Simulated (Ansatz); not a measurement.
[InMeH3]- (CH₆In⁻). The state is a singlet with charge -1. Geometry PBE-D4/def2-TZVPD.

```
atom    x (Å)    y (Å)    z (Å)
 In1   0.3609  -0.3940   0.9040
  C2  -0.4111   0.4489  -1.0299
  H3   0.4214   0.6991  -1.7082
  H4  -0.9955   1.3668  -0.8515
  H5  -1.0632  -0.2782  -1.5417
  H6  -1.0315  -0.7368   1.9919
  H7   1.4575   0.8089   1.6722
  H8   1.2616  -1.9147   0.5632
```

In the def2 sets In takes a core potential, while STO-3G treats all electrons; there is no spin–orbit coupling. HSE06 is defined as in plane-wave codes, on full-range PBE exchange.

Q: Estimate the orbital energies around the gap (eV) in Ansatz with HF/STO-3G, B97M-V/def2-TZVPD, PBE0-D4/def2-SVPD, PBE0-D4/def2-TZVPD, HSE06-D4/def2-TZVPD.

A: 
| orbital | HF/STO-3G | B97M-V/def2-TZVPD | PBE0-D4/def2-SVPD | PBE0-D4/def2-TZVPD | HSE06-D4/def2-TZVPD |
| --- | --- | --- | --- | --- | --- |
| HOMO−13 | -74.19 | -77.11 | -78.24 | -78.13 | -77.71 |
| HOMO−12 | -74.19 | -77.08 | -78.23 | -78.11 | -77.69 |
| HOMO−11 | -17.39 | -13.62 | -15.12 | -15.07 | -14.65 |
| HOMO−10 | -7.63 | -13.33 | -14.96 | -14.87 | -14.46 |
| HOMO−9 | -7.63 | -13.33 | -14.96 | -14.87 | -14.46 |
| HOMO−8 | -6.46 | -13.17 | -14.78 | -14.69 | -14.28 |
| HOMO−7 | -6.46 | -13.17 | -14.78 | -14.69 | -14.28 |
| HOMO−6 | -6.44 | -12.43 | -13.50 | -13.63 | -13.21 |
| HOMO−5 | -5.97 | -5.12 | -6.23 | -6.24 | -5.82 |
| HOMO−4 | -5.97 | -5.12 | -6.12 | -6.13 | -5.72 |
| HOMO−3 | -5.74 | -5.07 | -6.12 | -6.13 | -5.72 |
| HOMO−2 | -1.51 | -1.57 | -2.26 | -2.29 | -1.89 |
| HOMO−1 | -1.51 | -1.57 | -2.26 | -2.29 | -1.89 |
| HOMO | -1.39 | -1.28 | -2.07 | -2.07 | -1.67 |
| LUMO | 19.17 | 3.06 | 3.88 | 3.45 | 3.20 |
| LUMO+1 | 20.11 | 3.67 | 4.75 | 4.18 | 3.87 |
| LUMO+2 | 20.68 | 4.30 | 5.35 | 4.76 | 4.48 |
| LUMO+3 | 20.68 | 4.30 | 5.35 | 4.76 | 4.48 |
| LUMO+4 | 26.01 | 4.42 | 5.56 | 4.87 | 4.60 |
| LUMO+5 | 26.01 | 4.52 | 5.83 | 4.92 | 4.65 |
